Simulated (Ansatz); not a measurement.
Frontier orbitals of CH4BOSb, SMILES `[BH]1C[O][SbH]1`.

The species carries charge 0 and has multiplicity 1. Correlated methods include outer-core shells of Sb, which these sets cover unevenly. Sb: def2 effective core potential. All single points use the PBE0-D4/def2-TZVP geometry. Basis def2-TZVPP, Ansatz 0.2.0.

```csv
functional,HOMO (eV),LUMO (eV),gap (eV)
PBE,-5.82,-2.85,2.97
PBE0,-6.89,-1.90,4.99
B3LYP,-6.71,-2.09,4.62
BHLYP,-7.82,-0.85,6.97
ωB97M-V,-8.95,0.06,9.01
```

Against PBE, PBE0 changes HOMO and LUMO by −1.08 and +0.95 eV, ωB97M-V by −3.13 and +2.91 eV. A gap of 2.97 eV thus becomes 9.00 eV for the same molecule, so an orbital gap means little without its functional. A positive LUMO is unbound and depends on the basis.

B3LYP here is the variant with VWN-RPA as its local correlation; programs differ in this.
